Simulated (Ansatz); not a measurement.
Stretching the Ge1–H2 bond in ClGeH (SMILES [Cl][GeH]) (multiplicity 1 held, fragments rigid). Energies count from the point at 1.606 Å.
Geometry at that point (charge 0, multiplicity 1):
```tsv
atom	x (Å)	y (Å)	z (Å)
Ge	0.5286	-0.1625	0.5049
H	1.6204	-0.3833	-0.6516
Cl	-1.0904	0.3284	-0.9121
```

Restricted levels (R-, RO-) in cc, def2 and unpolarised 6-31G sets keep to the state of the molecule at rest. Unrestricted levels (U-) break spin symmetry where that is lower. Active spaces are followed from a long bond inwards. Levels need not reach the same state.

Correlated levels freeze the cores. Filled d and f shells under p-block atoms count as core.

The values were computed with Ansatz (Gaussian orbitals). Each number belongs to the level named beside it.

Energies in kJ/mol.

```csv
R (Å),R-HF/def2-SVP,U-CCSD/def2-SVP,"SC-NEVPT2 on CASSCF(2,2)/def2-SVP","FIC-NEVPT4(SD) on CASSCF(2,2)/def2-SVP","FIC-MRCISD+Q on CASSCF(2,2)/def2-SVP"
1.285,101,106,110,108,106
1.445,16,19,21,20,19
1.606,0,0,0,0,0
1.766,19,15,12,14,15
1.927,56,46,40,43,45
2.168,122,103,91,96,98
2.408,190,160,140,146,149
2.810,293,231,202,210,214
3.211,379,264,238,246,251
3.693,461,275,256,265,270
4.335,542,278,264,273,277
5.138,607,278,265,275,279
```

Doubts at one or more of the structures used: a restricted determinant that unrestricted orbitals would lower (R-HF/def2-SVP); a spin-contaminated determinant (U-CCSD/def2-SVP); T1 above 0.05 (U-CCSD/def2-SVP).

Ansatz is a quantum-chemistry and plane-wave program.
